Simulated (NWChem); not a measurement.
C3H3BF2; SMILES FB1CC=C1F

```xyz
9

F     -1.1641     1.7003     0.0062
B     -0.2223     0.7841    -0.0084
C      1.3775     0.8181    -0.0081
C      1.1923    -0.6984     0.0126
C     -0.1579    -0.7629    -0.0048
F     -0.9538    -1.8138    -0.0023
H      1.8769     1.2117    -0.9091
H      1.8759     1.2394     0.8810
H      1.9489    -1.4918     0.0375
```
Atoms are numbered in this order, from 1.

Results from NWChem. Structure relaxed at the PBE0/def2-SVP level. Total energies of different functionals are on different scales.

```json
[
 {"level": "PBE/def2-TZVP", "energy (Ha)": "-340.4252", "highest occupied level (eV)": "[?]", "orbital gap (eV)": "4.22", "dipole (D)": "1.70"},
 {"level": "B3LYP/def2-TZVP", "energy (Ha)": "-340.8094", "highest occupied level (eV)": "-7.58", "orbital gap (eV)": "5.96", "dipole (D)": "1.86"},
 {"level": "PBE0/def2-TZVP", "energy (Ha)": "-340.4401", "highest occupied level (eV)": "-7.80", "orbital gap (eV)": "6.41", "dipole (D)": "1.89"},
 {"level": "PW6B95/def2-TZVP", "energy (Ha)": "-341.2054", "highest occupied level (eV)": "-7.92", "orbital gap (eV)": "6.55", "dipole (D)": "1.91"},
 {"level": "TPSSh/def2-TZVP", "energy (Ha)": "-340.8106", "highest occupied level (eV)": "-7.12", "orbital gap (eV)": "5.29", "dipole (D)": "1.80"},
 {"level": "BLYP/def2-TZVP", "energy (Ha)": "-340.7285", "highest occupied level (eV)": "-6.46", "orbital gap (eV)": "4.22", "dipole (D)": "1.70"}
]
```

Question: Some entries are withheld; supply them.

Answer: 
- PBE/def2-TZVP, highest occupied level (eV): -6.60
